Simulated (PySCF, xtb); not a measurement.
Sn(H)(F)2(OH) (F2H2OSn), SMILES [OH][SnH]([F])[F].

GFN2-xTB run with xtb at its own geometry gives an orbital gap of 5.33 eV and a dipole moment of 2.93 D.

Coordinates come from a B3LYP-D3(BJ)/def2-SVP optimisation. The def2 effective core potentials stand for the cores of Sn; spin–orbit coupling is left out. One conformer was computed; it need not be the lowest.

Question: What does HF/def2-TZVPD (PySCF) give? (Estimate from the structure and the level; the computed values follow.)

Answer: gap 15.37 eV (levels -14.32 and 1.05 eV), dipole 2.11 D.
